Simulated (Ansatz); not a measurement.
BH3N (SMILES B[NH]), charge 0, multiplicity 2, relaxed at each level with Ansatz (a first-principles code); harmonic frequencies from differences of analytic forces, average atomic masses, frozen cores. Open shells are unrestricted.

Problem. Give the equilibrium geometry, the harmonic frequencies and the zero-point energy at PBE/def2-TZVPP.

Solution. 
(charge 0, multiplicity 2):
```csv
atom,x (Å),y (Å),z (Å)
B,-0.6714,0.1275,0.0166
N,0.6221,-0.1648,-0.0186
H,-1.5356,-0.7225,-0.0338
H,-1.0256,1.2937,0.1030
H,1.6259,-0.0941,-0.0249
```
Frequencies (cm⁻¹): 249, 279, 701, 854, 999, 1411, 2375, 2454, 3691. Zero-point energy 18.60 kcal/mol.

Problem. Give the equilibrium geometry, the harmonic frequencies and the zero-point energy at CCSD(T)/cc-pVDZ.

Solution. 
(charge 0, multiplicity 2):
```tsv
atom	x (Å)	y (Å)	z (Å)
B	-0.6944	0.1255	0.0167
N	0.6224	-0.1935	-0.0207
H	-1.5449	-0.7392	-0.0349
H	-0.9927	1.3084	0.1037
H	1.6250	-0.0614	-0.0226
```
Frequencies (cm⁻¹): 126, 362, 803, 926, 1106, 1368, 2495, 2598, 3737. Zero-point energy 19.33 kcal/mol.
